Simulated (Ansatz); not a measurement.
C2H5BN2, SMILES `B1C=NCN1`. The species carries charge 0 and has multiplicity 1.

```xyz
10

B     0.124   -0.464   -1.135
C     1.305    0.233   -0.368
N     0.939    0.636    0.795
C    -0.443    0.304    0.992
N    -0.904   -0.365   -0.205
H     0.041   -0.964   -2.212
H     2.337    0.414   -0.666
H    -0.535   -0.335    1.879
H    -1.007    1.223    1.191
H    -1.855   -0.682   -0.271
```

(1) Give the diagnostics of a CCSD(T)/def2-TZVPP run (frozen core, the Gaussian-basis code of Ansatz). (Best estimate.)

Answers

(1) The calculation gave: T1 = 0.0147, largest single amplitude 0.040, largest double 0.048, (T) share of the correlation energy 4.5 %, 10 CCSD cycles. The RHF solution is unstable towards an unrestricted one. T1 lies under the customary mark of 0.02 for closed shells.
